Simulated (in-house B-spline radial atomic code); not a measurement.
# Binding energies in the copper ion Cu⁵⁺

NIST's tabulated ground configuration is [Ar] 3d6; each binding energy is the energy of the ion with one electron taken from that subshell, relaxed, less that of the parent. All numbers are computed (Dirac-Hartree-Fock, average of configuration; Fermi nucleus of rms radius 3.8823 fm) with a B-spline radial code for spherical atoms, not measured. Energies include first-order Breit, QED and recoil terms.

| subshell | X-ray name | binding energy (eV) | -ε (eV) | relaxation (eV) |
| --- | --- | --- | --- | --- |
| 1s | K | 9095.8 | 9152.6 | 40.5 |
| 2s | L1 | 1218.9 | 1237.0 | 16.8 |
| 2p1/2 | L2 | 1071.2 | 1091.1 | 18.6 |
| 2p3/2 | L3 | 1051.1 | 1070.3 | 18.4 |
| 3s | M1 | 233.1 | 236.3 | 3.0 |
| 3p1/2 | M2 | 184.4 | 187.5 | 3.0 |
| 3p3/2 | M3 | 181.6 | 184.6 | 2.9 |
| 3d | M4,5 | 106.5 | 109.2 | 2.7 |

Relaxation = -ε minus the binding energy without Breit, QED and recoil terms.

Emission lines follow as differences of binding energies, with λ = 12398.42 eV·Å / E:

| line | holes | energy (eV) | wavelength (Å) |
| --- | --- | --- | --- |
| K-L3 | 1s → 2p3/2 | 8044.7 | 1.5412 |
| K-L2 | 1s → 2p1/2 | 8024.6 | 1.5451 |
| K-M3 | 1s → 3p3/2 | 8914.2 | 1.3909 |
| L1-M3 | 2s → 3p3/2 | 1037.3 | 11.953 |
| L3-M1 | 2p3/2 → 3s | 818.0 | 15.157 |

Problem. What screening constant σ does Moseley's law, E = (3/4)·13.6057 eV·(Z - σ)², need for K-L3?

Solution. σ = 0.92.

Problem. What does it cost to remove both a 3s and a 3d electron?

Solution. 367.26 eV, which is 27.69 eV more than the two single binding energies together.

Problem. What does it cost to remove both a 3p1/2 and a 3d electron?

Solution. 317.99 eV, which is 27.04 eV more than the two single binding energies together.

Problem. What does it cost to remove both a 2s and a 2p1/2 electron?

Solution. 2357.6 eV, which is 67.6 eV more than the two single binding energies together.
